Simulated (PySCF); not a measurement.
Two-dimensional NMR puzzle

Compound of formula C6H6FNO. Correlations simulated from computed shifts and the bond graph:

HSQC (one-bond C–H):
| δH | δC |
| --- | --- |
| 6.40 | 110.2 |
| 5.54 | 86.1 |
| 2.93 | 33.8 |

HMBC (two and three bonds, from the bond graph):
| δH | δC |
| --- | --- |
| 6.40 | 201.8, 162.4, 122.9, 86.1 |
| 5.54 | 201.8, 162.4, 110.2 |
| 2.93 | 201.8, 162.4 |

Carbons without hydrogens: δ 201.8, 162.4, 122.9.

PySCF calculation with geometry from GFN2-xTB and PBE0/pcSseg-1 with gauge-including orbitals; a single conformation, no relativistic terms, one averaged value for each set of equivalent atoms, no solvent model.

δ = σ(ref) − σ, references computed at the same level: TMS for $^{1}$H (31.72 ppm), $^{13}$C (186.93 ppm).

Exchangeable hydrogens are left out of these lists.

**Question.** Which molecule is this?

**Answer.** SMILES CC(=O)/C(=C\C#N)CF.

Mapped SMILES: `[CH3:1][C:2](=[O:3])/[C:4](=[CH:5]\[C:6]#[N:7])[CH2:8][F:9]`. Each H is labelled by its parent atom.

1. δC 201.8 is C2, a ketone carbonyl carbon.
2. δC 162.4 is C4, an α carbon of a C=C–C=O unit.
3. δC 122.9 is C6, a nitrile carbon.
4. δC 110.2 is C5, a β carbon of a C=C–C=O unit (δH 6.40).
5. δC 86.1 is C8, an allylic sp3 CH2 bonded to F (δH 5.54).
6. δC 33.8 is C1, a methyl carbon α to a carbonyl (δH 2.93).
7. HMBC from δH 6.40 reaches the proton-free carbons C2, C4, C6.
8. HMBC from δH 5.54 reaches the proton-free carbons C2, C4.
9. HMBC from δH 2.93 reaches the proton-free carbons C2, C4.

The data come from this structure; uniqueness wasn't tested.

Shifts are as computed. Against solution values, carbons near 30 ppm lie about +3 ppm off and those near 130 ppm about +5 ppm. Of 1211 compounds with measured shifts, 218 miss one by over three times the rms of a fit or turn the order of signals round; such compounds aren't used in these exercises.
